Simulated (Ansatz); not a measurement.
Reactions of C$_{2}$H$_{3}$NO, SMILES `COC#N`.

Isolated molecules relaxed with PBE0-D4/def2-TZVP in Ansatz; ΔE leaves out vibrations. CCSD(T)/CBS adds triple-zeta CCSD(T) − MP2 to the extrapolated MP2 energy (def2 sets, frozen cores). This one scheme is used for every species. Functionals use def2-TZVPP. Elements past krypton have def2 core potentials. For Ge, I, K outer-core shells are correlated without core-valence functions, which leaves a few kJ/mol of doubt a bond. Scalar relativity is left out up to krypton. One conformer a species, not always the lowest.

| reaction | CCSD(T)/CBS(def2) (kcal/mol) |
| --- | --- |
| `COC#N` + `[CH3][GeH2][CH3]` → `[CH3][GeH]([CH3])[C]#N` + CH₃OH | -27.4 |
| `COC#N` + `C[SiH](N)N` → `C[SiH](N)NC#N` + CH₃OH | ? |
| `COC#N` + `[SH][K]` → `C[S][K]` + `N#CO` | 0.5 |
| `COC#N` → `C=CN=O` | 39.8 |
| `COC#N` + `FC[SiH2]I` → `C[SiH](I)CF` + `N#CO` | -23.1 |

(1) Fill in the missing values. (An estimate is asked.)

Largest T1 diagnostic: 0.015, for `C=CN=O`.

Results:

(1) The calculation gave: `COC#N` + `C[SiH](N)N` → `C[SiH](N)NC#N` + CH₃OH: -10.3 kcal/mol.
